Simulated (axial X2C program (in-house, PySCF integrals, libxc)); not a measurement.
## Density and ELF of ZrS⁺

All values were computed with an in-house relativistic program for diatomic molecules. Two-component (2c) means X2C with spin–orbit coupling and atomic mean-field two-electron Coulomb and Gaunt terms. Basis: Zr dyall-cv3z [11s12p9d6f3g], S dyall-av3z [9s8p3d2f] (cores contracted in-house); Gaussian nuclei, density fitting, unrestricted open shells. Masses: Zr 89.905 u, S 31.972 u.

PBE0, two-component, state Ω = 3/2 (⟨Sz⟩ = -0.50, ⟨Lz⟩ = 2.00 at PBE0); Zr at z = 0, S at z = 2.141 Å.

The maps cover the half plane through the axis: z from -2.4 to 4.2 Å along the bond, ρ from 0.15 to 2.25 Å away from it.

log10 of the density in e/bohr³:

```
 ρ\z  -2.4  -1.8  -1.2  -0.6   0.0   0.6   1.2   1.8   2.4   3.0   3.6   4.2
0.15  -3.5  -2.5  -1.5  -0.3   1.6  -0.3  -0.8   0.0   0.4  -1.0  -1.9  -3.0
0.45  -3.5  -2.6  -1.6  -0.5   0.0  -0.5  -0.9  -0.7  -0.6  -1.1  -2.0  -3.0
0.75  -3.7  -2.8  -1.9  -1.0  -0.5  -1.0  -1.2  -0.9  -0.9  -1.4  -2.2  -3.2
1.05  -3.9  -3.1  -2.3  -1.6  -1.2  -1.5  -1.5  -1.3  -1.3  -1.7  -2.5  -3.4
1.35  -4.1  -3.4  -2.7  -2.1  -1.9  -2.0  -1.8  -1.7  -1.8  -2.2  -2.8  -3.6
1.65  -4.4  -3.7  -3.1  -2.7  -2.5  -2.4  -2.2  -2.1  -2.2  -2.6  -3.2  -3.9
1.95  -4.6  -4.0  -3.5  -3.1  -2.9  -2.8  -2.6  -2.6  -2.7  -3.0  -3.6  -4.2
2.25  -4.9  -4.4  -3.9  -3.5  -3.4  -3.2  -3.1  -3.0  -3.2  -3.5  -3.9  -4.6
```

Electron localisation function (collinear form, no current term, damped to 0 at low density):

```
 ρ\z  -2.4  -1.8  -1.2  -0.6   0.0   0.6   1.2   1.8   2.4   3.0   3.6   4.2
0.15  0.03  0.16  0.46  0.74  0.44  0.64  0.66  0.34  0.76  0.92  0.79  0.25
0.45  0.02  0.12  0.34  0.78  0.21  0.66  0.68  0.18  0.10  0.91  0.75  0.20
0.75  0.01  0.07  0.18  0.60  0.81  0.39  0.69  0.81  0.81  0.88  0.65  0.13
1.05  0.00  0.03  0.07  0.27  0.49  0.15  0.67  0.82  0.83  0.78  0.47  0.06
1.35  0.00  0.01  0.03  0.09  0.14  0.09  0.60  0.73  0.70  0.58  0.26  0.02
1.65  0.00  0.00  0.02  0.04  0.05  0.06  0.45  0.58  0.49  0.34  0.10  0.00
1.95  0.00  0.00  0.01  0.02  0.02  0.04  0.26  0.36  0.26  0.13  0.02  0.00
2.25  0.00  0.00  0.00  0.01  0.01  0.02  0.10  0.15  0.09  0.03  0.00  0.00
```

Axial spin density in 10⁻³ e/bohr³:

```
 ρ\z  -2.4  -1.8  -1.2   -0.6     0.0    0.6   1.2  1.8   2.4  3.0  3.6  4.2
0.15   0.0  -0.1  -1.1   -1.6  -178.7   -0.4  -0.8  0.4  -0.2  1.6  0.2  0.0
0.45   0.0  -0.1  -1.1   -9.2   -25.4   -8.5  -1.1  4.2   4.5  1.6  0.2  0.0
0.75   0.0  -0.1  -1.2  -11.8   -38.9  -11.4  -1.3  3.8   4.7  1.2  0.2  0.0
1.05   0.0  -0.1  -1.0   -7.5   -18.3   -7.4  -1.1  1.7   2.2  0.7  0.1  0.0
1.35   0.0  -0.1  -0.7   -3.6    -7.1   -3.7  -0.7  0.6   0.8  0.3  0.1  0.0
1.65   0.0  -0.1  -0.4   -1.6    -2.7   -1.6  -0.4  0.1   0.3  0.1  0.0  0.0
1.95   0.0   0.0  -0.2   -0.7    -1.0   -0.7  -0.2  0.0   0.1  0.1  0.0  0.0
2.25   0.0   0.0  -0.1   -0.3    -0.4   -0.3  -0.1  0.0   0.0  0.0  0.0  0.0
```

The state is one determinant whose occupation by symmetry is held fixed; it was picked as the lowest of a PBE0 search that is not exhaustive. Density functionals use the spin component along the axis (collinear). PBE0 can misorder states that lie within some tenths of an eV, so this need not be the ground state of the molecule. The nearest other 2c determinant of the search, Ω = 5/2, lies 0.09 eV up at the distance of the search. Without a current term, density functionals place determinants with orbital angular momentum somewhat too high. The determinant is spin-polarised beyond a pure state at some levels (its spin-free form has ⟨S²⟩ too high), which makes Re and μ there less reliable.
